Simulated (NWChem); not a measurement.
The numbers come from NWChem runs, not from measurements. System: HAs, charge 1, spin multiplicity 2, at the geometry of a parent with another charge or spin, in a state set for the comparison that need not be this species' ground state. Its SCF solution wasn't tested for a lower state. Level: UB3LYP/def2-TZVP, VWN1-RPA local correlation.

Output (cleaned and shortened):

```
             Northwest Computational Chemistry Package (NWChem) 7.3.0
             --------------------------------------------------------

                                NWChem Input Module
                                -------------------

 Scaling coordinates for geometry "geometry" by  1.889725989
 (inverse scale =  0.529177249)

 Turning off AUTOSYM since
 SYMMETRY directive was detected!

                             Geometry "geometry" -> ""
                             -------------------------

 Output coordinates in angstroms (scale by  1.889725989 to convert to a.u.)

  No.       Tag          Charge          X              Y              Z
 ---- ---------------- ---------- -------------- -------------- --------------
    1 As                  33.0000     0.00000000     0.00000000     0.04513100
    2 H                    1.0000     0.00000000     0.00000000    -1.48933400

 Effective nuclear repulsion energy (a.u.)      11.3804154653

            Nuclear Dipole moment (a.u.)
            ----------------------------
        X                 Y               Z
 ---------------- ---------------- ----------------
     0.0000000000     0.0000000000    -0.0000207870

      Symmetry information
      --------------------

 Group name             C2v
 Group number             16
 Group order               4
 No. of unique centers     2

      Symmetry unique atoms

     1    2


 Summary of "ao basis" -> "" (spherical)
 ------------------------------------------------------------------------------
       Tag                 Description            Shells   Functions and Types
 ---------------- ------------------------------  ------  ---------------------
 *                         def2-tzvp                  on all atoms

                                 NWChem DFT Module
                                 -----------------

 Summary of "ao basis" -> "ao basis" (spherical)
 ------------------------------------------------------------------------------
       Tag                 Description            Shells   Functions and Types
 ---------------- ------------------------------  ------  ---------------------
 As                        def2-tzvp                16       48   6s5p4d1f
 H                         def2-tzvp                 4        6   3s1p

 Summary of "ao basis" -> "ao basis" (spherical)
 ------------------------------------------------------------------------------
       Tag                 Description            Shells   Functions and Types
 ---------------- ------------------------------  ------  ---------------------
 As                        def2-tzvp                16       48   6s5p4d1f
 H                         def2-tzvp                 4        6   3s1p

      Symmetry analysis of basis
      --------------------------

        a1         25
        a2          5
        b1         12
        b2         12

            General Information
            -------------------
          SCF calculation type: DFT
          Wavefunction type:  spin polarized.
          No. of atoms     :     2
          No. of electrons :    33
           Alpha electrons :    17
            Beta electrons :    16
          Charge           :     1
          Spin multiplicity:     2
          Use of symmetry is: on ; symmetry adaption is: on
          Maximum number of iterations: 100
          AO basis - number of functions:    54
                     number of shells:    20
          Convergence on energy requested:  1.00D-06
          Convergence on density requested:  1.00D-05
          Convergence on gradient requested:  5.00D-04

              XC Information
              --------------
                         B3LYP Method XC Potential
                     Hartree-Fock (Exact) Exchange  0.200
                        Slater Exchange Functional  0.800 local
                    Becke 1988 Exchange Functional  0.720 non-local
              Lee-Yang-Parr Correlation Functional  0.810
                  VWN I RPA Correlation Functional  0.190 local

             Grid Information
             ----------------
          Grid used for XC integration:  medium
          Radial quadrature: Mura-Knowles
          Angular quadrature: Lebedev.
[...]
  ----- ------------  ---------------      ----- ------------  ---------------
    17      0.619323  1 As py                20      0.437280  1 As py
    11     -0.333174  1 As py                 8      0.103152  1 As py
    14      0.088332  1 As py

 Vector   19  Occ=0.000000D+00  E=-2.368796D-01  Symmetry=a1
              MO Center= -1.6D-15, -9.7D-16, -4.8D-01, r^2= 3.3D+00
   Bfn.  Coefficient  Atom+Function         Bfn.  Coefficient  Atom+Function
  ----- ------------  ---------------      ----- ------------  ---------------
    51      1.024462  2 H  s                 21      0.809908  1 As pz
     6     -0.566600  1 As s                 18      0.381749  1 As pz
    50      0.329584  2 H  s                  5     -0.252432  1 As s
    12     -0.205148  1 As pz                49      0.149750  2 H  s
    39      0.130181  1 As d  0               4      0.112674  1 As s

 Vector   20  Occ=0.000000D+00  E=-7.383121D-02  Symmetry=a1
              MO Center=  1.7D-13,  2.7D-14, -9.8D-01, r^2= 4.0D+00
   Bfn.  Coefficient  Atom+Function         Bfn.  Coefficient  Atom+Function
  ----- ------------  ---------------      ----- ------------  ---------------
    51      1.495415  2 H  s                  5     -0.713969  1 As s
    39     -0.658893  1 As d  0              50     -0.460026  2 H  s
    21      0.287480  1 As pz                 4      0.199035  1 As s
    24      0.115001  1 As d  0              34      0.102898  1 As d  0
    29     -0.093280  1 As d  0               3      0.085482  1 As s

                     DFT Final Beta Molecular Orbital Analysis
                     -----------------------------------------

 Vector   14  Occ=1.000000D+00  E=-1.994334D+00  Symmetry=b1
              MO Center=  1.5D-16,  2.7D-17,  4.5D-02, r^2= 1.6D-01
   Bfn.  Coefficient  Atom+Function         Bfn.  Coefficient  Atom+Function
  ----- ------------  ---------------      ----- ------------  ---------------
    25      0.906010  1 As d  1              30      0.186163  1 As d  1

 Vector   15  Occ=1.000000D+00  E=-8.906866D-01  Symmetry=a1
              MO Center=  1.0D-17, -8.4D-17, -2.9D-01, r^2= 1.2D+00
   Bfn.  Coefficient  Atom+Function         Bfn.  Coefficient  Atom+Function
  ----- ------------  ---------------      ----- ------------  ---------------
     5      0.728680  1 As s                  6      0.379353  1 As s
     4     -0.350939  1 As s                  3     -0.266413  1 As s
    50      0.127572  2 H  s                  2      0.120603  1 As s
    49      0.094540  2 H  s                 18     -0.081239  1 As pz
    12      0.053830  1 As pz                 1     -0.037642  1 As s

 Vector   16  Occ=1.000000D+00  E=-6.201400D-01  Symmetry=a1
              MO Center= -3.2D-16, -3.4D-16, -2.8D-01, r^2= 1.9D+00
   Bfn.  Coefficient  Atom+Function         Bfn.  Coefficient  Atom+Function
  ----- ------------  ---------------      ----- ------------  ---------------
    18      0.437336  1 As pz                 5      0.302604  1 As s
    50     -0.277958  2 H  s                 12     -0.254946  1 As pz
     6      0.225059  1 As s                 21      0.226007  1 As pz
    49     -0.161435  2 H  s                  4     -0.138866  1 As s
     3     -0.104444  1 As s                 51     -0.089384  2 H  s

 Vector   17  Occ=0.000000D+00  E=-4.560309D-01  Symmetry=b2
              MO Center= -1.4D-15, -4.6D-13,  9.0D-03, r^2= 1.9D+00
   Bfn.  Coefficient  Atom+Function         Bfn.  Coefficient  Atom+Function
  ----- ------------  ---------------      ----- ------------  ---------------
    17      0.603925  1 As py                20      0.450527  1 As py
    11     -0.332050  1 As py                 8      0.102693  1 As py
    14      0.092655  1 As py

 Vector   18  Occ=0.000000D+00  E=-4.161576D-01  Symmetry=b1
              MO Center= -2.0D-13, -9.7D-16,  4.9D-03, r^2= 2.0D+00
   Bfn.  Coefficient  Atom+Function         Bfn.  Coefficient  Atom+Function
  ----- ------------  ---------------      ----- ------------  ---------------
    16      0.564472  1 As px                19      0.487492  1 As px
    10     -0.325350  1 As px                 7      0.100443  1 As px
    13      0.098133  1 As px                40      0.025165  1 As d  1

 Vector   19  Occ=0.000000D+00  E=-2.289552D-01  Symmetry=a1
              MO Center= -4.9D-16, -2.7D-16, -4.9D-01, r^2= 3.3D+00
   Bfn.  Coefficient  Atom+Function         Bfn.  Coefficient  Atom+Function
  ----- ------------  ---------------      ----- ------------  ---------------
    51      1.067753  2 H  s                 21      0.838296  1 As pz
     6     -0.590027  1 As s                 18      0.377358  1 As pz
    50      0.320984  2 H  s                  5     -0.274269  1 As s
    12     -0.206970  1 As pz                49      0.145754  2 H  s
     4      0.120318  1 As s                 39      0.117599  1 As d  0

   alpha - beta orbital overlaps
   -----------------------------

   alpha      1      2      3      4      5      6      7      8      9     10
    beta      1      2      3      5      4      6      7      9      8     10
 overlap   1.000  1.000  1.000  1.000  1.000  1.000  1.000  1.000  1.000  0.989

   alpha     11     12     13     14     15     16     17     18     19     20
    beta     11     12     13     14     15     16     18     17     19     20
 overlap   1.000  1.000  0.989  1.000  0.998  0.999  0.998  1.000  0.998  0.969

   alpha     21     22     23     24     25     26     27     28     29     30
    beta     22     21     23     24     25     27     26     28     29     30
 overlap   1.000  1.000  1.000  0.965  0.996  0.998  1.000  0.999  1.000  1.000

   alpha     31     32     33     34     35     36     37     38     39     40
    beta     32     33     31     34     35     36     40     39     38     37
 overlap   0.999  1.000  0.844  0.844  0.995  0.995  0.996  0.995  1.000  0.995

   alpha     41     42     43     44     45     46     47     48     49     50
    beta     41     42     43     44     45     46     47     48     51     50
 overlap   0.996  1.000  0.999  1.000  1.000  1.000  1.000  1.000  1.000  0.998

   alpha     51     52     53     54
    beta     49     52     53     54
 overlap   1.000  1.000  0.998  1.000

     --------------------------
     Expectation value of S2:
     --------------------------
      <S2> =      0.7526 (Exact =     0.7500)

 center of mass
 --------------
 x =   0.00000000 y =   0.00000000 z =   0.04679674

 moments of inertia (a.u.)
 ------------------
           8.361683116960           0.000000000000           0.000000000000
           0.000000000000           8.361683116960           0.000000000000
           0.000000000000           0.000000000000           0.000000000000

     Multipole analysis of the density
     ---------------------------------

     L   x y z        total         alpha         beta         nuclear
     -   - - -        -----         -----         ----         -------
     0   0 0 0      1.000000    -17.000000    -16.000000     34.000000

     1   1 0 0     -0.000000     -0.000000     -0.000000      0.000000
     1   0 1 0     -0.000000     -0.000000     -0.000000      0.000000
     1   0 0 1     -0.256754     -0.142542     -0.114191     -0.000021

     2   2 0 0    -11.625990     -7.785872     -3.840118      0.000000
     2   1 1 0     -0.000000      0.000000     -0.000000      0.000000
     2   1 0 1     -0.000000     -0.000000      0.000000      0.000000
     2   0 2 0     -9.212768     -5.209589     -4.003179      0.000000
     2   0 1 1     -0.000000     -0.000000      0.000000      0.000000
     2   0 0 2    -10.671732     -9.942138     -8.890656      8.161062

 Task  times  cpu:        2.0s     wall:        2.0s

 Total times  cpu:        2.0s     wall:        2.0s
```

Q: Write an NWChem input that would produce this output.

A: This is not unique; one that fits is 
```
start mol
memory heap 200 mb stack 900 mb global 1100 mb
charge 1
geometry units angstroms nocenter noautoz
  As     0.000000     0.000000     0.045131
  H      0.000000     0.000000    -1.489334
  symmetry group C2v
end
basis spherical
  * library def2-tzvp
end
dft
  xc b3lyp
  odft
  mult 2
  semidirect memsize 60000000 filesize 0
  iterations 100
end
task dft energy
```
